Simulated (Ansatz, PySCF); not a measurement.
C₂F₃O₂, SMILES FC(F)(C([O])=O)F (connectivity only; charge and spin as stated), charge -1, multiplicity 1.

The structure is a stationary point at B3LYP-D3(BJ)/def2-SVPD. The spin state was assumed, not searched. The isomer is the one that the SMILES or the coordinates give; other isomers of the formula were not compared.

Estimates of the vertical detachment energy (IE) of the anion in eV. Rows of orbital energies are one-electron estimates, which approximate functionals can put far too low.

```json
[
 {"level": "−ε(HOMO), −ε(LUMO), PBE0/def2-SVPD (PySCF)", "IE": "2.50"},
 {"level": "ΔSCF, CAM-B3LYP/def2-SVPD (Ansatz), final states of multiplicity 2", "IE": "5.10"}
]
```

Task: What vertical singlet–triplet gap does ΔSCF give with CAM-B3LYP/def2-SVPD (Ansatz, a program for electronic structure)? (Estimate from the structure and the level; the computed values follow.)

Result: 5.24 eV (triplet above singlet where positive).
